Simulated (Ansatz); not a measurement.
One change: `F[SiH]([SiH3])S` becomes `C[SiH](F)S`.

Ansatz, PBE0-D4/def2-TZVP geometries, multiplicity 1. Each molecule was computed in one conformer, which needn't be the lowest.

```csv
property,`F[SiH]([SiH3])S`
HOMO energy (B3LYP/def2-TZVPP) / eV,-7.62
HOMO–LUMO gap (PBE/def2-TZVPP) / eV,5.39
size of the dipole moment (PBE/def2-TZVPP) / D,1.28
HOMO–LUMO gap (ωB97M-V/def2-TZVPP) / eV,11.33
LUMO energy (PBE0/def2-TZVPP) / eV,-0.45
size of the dipole moment (B3LYP/def2-TZVPP) / D,1.37
```

Question: Give the same properties after the change, and the shifts. (An estimate is asked.)

Answer: The calculation gave: 
```
                                        property  `C[SiH](F)S`  shift
             HOMO energy (B3LYP/def2-TZVPP) / eV         -7.52   0.10
             HOMO–LUMO gap (PBE/def2-TZVPP) / eV          5.94   0.55
  size of the dipole moment (PBE/def2-TZVPP) / D          1.98   0.70
         HOMO–LUMO gap (ωB97M-V/def2-TZVPP) / eV         12.14   0.81
              LUMO energy (PBE0/def2-TZVPP) / eV          0.34   0.79
size of the dipole moment (B3LYP/def2-TZVPP) / D          2.00   0.63
```

With PBE0 the HOMO rises by 0.08 eV and the LUMO rises by 0.79 eV, so the gap widens by about 0.71 eV. PBE moves the HOMO by 0.14 eV and ωB97M-V by -0.02 eV. Dipoles are sizes alone; their direction can turn.

B3LYP here is the variant with VWN-RPA as its local correlation; programs differ in this.
